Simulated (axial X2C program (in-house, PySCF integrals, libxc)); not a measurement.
# RuTe: from the spin-free to the two-component result

All values were computed with an in-house relativistic program for diatomic molecules. Spin-free means the one-electron spin-free X2C Hamiltonian; two-component (2c) means X2C with spin–orbit coupling and atomic mean-field two-electron Coulomb and Gaunt terms, so the difference of the two also holds small scalar two-electron terms. Basis: Te dyall-cv3z [11s12p8d4f1g], Ru dyall-cv3z [12s12p8d5f3g] (cores contracted in-house); Gaussian nuclei, density fitting, unrestricted open shells. Masses: Te 129.906 u, Ru 101.904 u.

Spin-free state: M_S = 2, Λ = 2 (beyond evenly filled blocks: σα, π+α, π-α, δ+α, δ+β, δ-α); fragments Te + Ru.

```csv
level,Re (Å),ωe (cm⁻¹),De (eV),μ (D)
PBE0,2.407,280.8,2.948,3.75
```

Dipoles are positive if Ru is the positive end.

Two-component determinant lowest at the distance of the search:

Ω = 4 (⟨Sz⟩ = 2.00, ⟨Lz⟩ = 2.00 at PBE0); fragments Te + Ru.

```json
{"level": "PBE0", "Re (Å)": "2.411", "ωe (cm⁻¹)": "277.8", "μ (D)": "3.71"}
```

Q: From the two tables, how do the constants change at the PBE0 level (2c against spin-free)?

A: At the PBE0 level Re goes up by 0.004 Å and ωe decreases by 3.0 cm⁻¹.

One determinant describes the state; a PBE0 search over occupations chose it and may have missed a lower one. De is counted from the lowest determinant-based energies of the atoms at the same level, without counterpoise correction. De is not given where an atomic determinant may have missed its ground term or J level, or where the truncated virtual space spoils (T). Density functionals use the spin component along the axis (collinear). PBE0 can misorder states that lie within some tenths of an eV, so this need not be the ground state of the molecule. The nearest other spin-free determinant of the search, M_S = 2, Λ = 0, lies 0.25 eV up at the distance of the search. Without a current term, density functionals place determinants with orbital angular momentum somewhat too high. With several unpaired electrons one determinant need not be a pure state. Open-shell Ω = 0 determinants with evenly filled partner blocks cannot be reached by this program, so the Ω shown need not be the lowest component.
